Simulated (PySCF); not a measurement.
**Electron correlation in B (boron, neutral)**

[He] 2s1 2p2, high-spin 4P determinant (an excited configuration). All numbers are calculated (PySCF 2.14, scalar relativity by spin-free X2C-1e, in aug-cc-pCVTZ-DK with one added diffuse shell each of s, p, d, f type (8s7p5d3f, 75 functions)). Frozen: nothing; 5 electrons correlated.

MP2 pair energies summed by pair of shells (mhartree):

```tsv
pair	energy	share (%)
1s-1s	-37.18	68.1
2p-2p	-6.55	12.0
2s-2p	-4.98	9.1
1s-2p	-3.54	6.5
1s-2s	-2.36	4.3
```

Total MP2 correlation energy: -54.61 mhartree.

Same-spin part -13.62 and opposite-spin part -40.99 mhartree; SCS-MP2 scales them by 1/3 and 6/5 to -53.73 mhartree.
